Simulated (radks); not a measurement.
Species: Sc2+. Configuration: [Ar] 4s1 (not the ground configuration). Calculated with a radial shooting solver on a logarithmic mesh with Libxc functionals: Dirac Kohn-Sham, PBE, spin-unpolarised, spherical densities, point nucleus.

Normalised radial functions P(r) = r R(r) (large component), r in bohr:

```
   r/bohr * 2p3/2 (the largest magnitude, 1.73, reaches the edge; | marks zero)
 0.005994 *
 0.008871 |*
  0.01323 |*
  0.01958 |  *
  0.02898 |     *
  0.04289 |          *
  0.06399 |                   *
   0.0947 |                               *
   0.1402 |                                             *
   0.2091 |                                                      *
   0.3094 |                                                   *
   0.4579 |                                 *
   0.6777 |             *
    1.011 |  *
    1.496 *
    2.214 *
    3.304 *
    4.889 *
    7.235 *
```

2p3/2: eigenvalue -409.39 eV, 0 radial nodes, <r> = 0.309 bohr, 90 % of the charge inside 0.508 bohr.
